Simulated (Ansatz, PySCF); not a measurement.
Process, species as SMILES: C=C(C)C + 2 C (CH4) -> C=C (C2H4) + 2 CC (C2H6) [ethane]
Geometries: B3LYP-D3(BJ)/def2-TZVP minima from Ansatz (an electronic-structure program).

Wanted: bond separation energy (electronic energy difference), in kcal/mol. Valence correlation only, unless marked. Spin-orbit coupling is left out. Non-relativistic. CBS marks a two-point X^-3 extrapolation of the correlation energy; Hartree-Fock from the larger set. The bracket is a focal-point correction in the basis named.

```
level                                                     program  bond separation energy (kcal/mol)
-------------------------------------------------  --------------  ---------------------------------
HF-D3(BJ)/def2-TZVPD                                PySCF + dftd3                               10.0
PBE0/6-31G*                                                Ansatz                               10.3
PBE0-D4/def2-TZVP                                  Ansatz + dftd4                               10.9
BHLYP/def2-TZVPD                                           Ansatz                                8.9
wB97M-V/def2-TZVPD                                         Ansatz                               10.4
B2PLYP-D3(BJ)/def2-TZVPD                           Ansatz + dftd3                               10.7
PBE-QIDH/def2-TZVPD                                        Ansatz                               10.7
RI-MP2/cc-pVQZ                                             Ansatz                               11.7
SCS-MP2/cc-pVTZ                                            Ansatz                               10.0
RI-MP2/CBS(cc-pVTZ,cc-pVQZ)+[CCSD(T)-MP2]/cc-pVTZ          Ansatz                               10.4
```
